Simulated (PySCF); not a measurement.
Species: C₇H₆F₃N.
Structure used (PBE0-D3(BJ)/def2-SVP), in Å, numbered top down from 1:
```xyz
17
C7H6F3N angstrom
F     -1.984   -1.586    0.859
C     -2.324   -0.395    0.352
F     -2.297    0.489    1.350
F     -3.588   -0.487   -0.073
C     -1.408    0.011   -0.780
C      0.022    0.167   -0.353
C      0.867   -0.932   -0.189
C      2.175   -0.722    0.234
C      2.591    0.586    0.482
N      1.797    1.643    0.335
C      0.549    1.431   -0.067
H     -1.803    0.954   -1.184
H     -1.512   -0.754   -1.563
H      0.502   -1.943   -0.390
H      2.866   -1.557    0.369
H      3.616    0.787    0.815
H     -0.086    2.319   -0.179
```

Probes without a nucleus sit at each ring's centroid and 1 Å off its mean plane on both sides; NICS is minus the shielding there, NICSzz its component along the normal. Level: GIAO CAM-B3LYP/pcSseg-2 (PySCF, non-relativistic, gas phase) on the PBE0-D3(BJ)/def2-SVP geometry, one conformer.

Ring bond lengths (Å): C6–C7 1.397, C7–C8 1.391, C8–C9 1.395, C9–N10 1.330, N10–C11 1.328, C11–C6 1.399.

Q: What do the NICS probes read (ppm)?

A: 
```csv
ring,type,NICS(0),"NICS(1), two faces","NICS(1)zz, two faces",rms pucker (Å),"centre to ring atoms, mean (Å)"
C6–C7–C8–C9–N10–C11,6-membered ring with N; formal bonds all aromatic,-7.1,-9.9 / -10.0,-28.2 / -29.0,0.00,1.37
```

Q: What can be read from them?

A: 
- C6–C7–C8–C9–N10–C11: mean NICS(1)zz -28.6 ppm, shielded, aromatic by this magnetic criterion (flat ring, no four-coordinate atom).

Q: And the bond-length index? HOMA = 1 − mean of α(R − Ropt)² over the ring bonds, with Krygowski's 1993 parameters (CC: Ropt 1.388 Å, α 257.7 Å⁻²; CN: Ropt 1.334 Å, α 93.52 Å⁻²).

A: 
- C6–C7–C8–C9–N10–C11: HOMA 0.99; the largest term is that of C11–C6, α(R − Ropt)² = 0.03. The geometric and the magnetic index point the same way.

Q: List the ring angles.

A: 
- C6–C7–C8–C9–N10–C11: C6 117.3°, C7 119.1°, C8 118.4°, C9 123.2°, N10 117.9°, C11 124.1°; sum 720.0° against 720° for a flat convex ring.

Q: What are the shieldings of the ring atoms and their hydrogens in the same run (means over atoms taken as equivalent)?

A: 
```
atoms                          environment  σ isotropic (ppm)  principal values of the symmetric part, first atom (ppm)
   C6          substituted aromatic carbon               43.2                                        -75.1, 32.7, 172.0
   C7                   aromatic CH carbon               30.9                                        -89.5, 14.3, 168.0
   C8                   aromatic CH carbon               47.8                                        -74.8, 46.7, 171.6
   C9  aromatic CH next to a ring nitrogen               18.5                                       -100.4, 13.2, 142.7
  N10               pyridine-type nitrogen             -110.2                                     -425.1, -196.9, 291.6
  C11  aromatic CH next to a ring nitrogen               16.1                                        -98.4, 19.4, 127.3
  H14                    aromatic hydrogen              23.46                                          20.0, 21.1, 29.2
  H15                    aromatic hydrogen              23.93                                          21.1, 22.8, 27.9
  H16                    aromatic hydrogen              22.48                                          18.7, 22.1, 26.6
  H17                    aromatic hydrogen              22.53                                          18.5, 20.4, 28.6
```

Q: How do the values depend on the level or the medium?

A: 
```csv
level,"NICS(0), C6–C7–C8–C9–N10–C11","mean NICS(1)zz, C6–C7–C8–C9–N10–C11"
"CAM-B3LYP/pcSseg-2, gas",-7.1,-28.6
"PBE0/pcSseg-1, gas",-7.5,-28.2
"PBE0/pcSseg-1, IEF-PCM chloroform",-7.3,-28.1
"PBE0/pcSseg-1, IEF-PCM dimethylsulfoxide",-7.2,-28.1
```

The geometry is the same throughout; the continuum's cavity takes Bondi-type radii × 1.2.

Hardware: 2 threads, INTEL XEON PLATINUM 8581C at 2.30 GHz (x86_64), no GPU, shared host with 32 logical CPUs at a one-minute load of 7.8. Cost: 1.8 min wall, 4.1 min CPU, 3.6 GiB resident at most. This is the whole shielding run at CAM-B3LYP/pcSseg-2, SCF included.
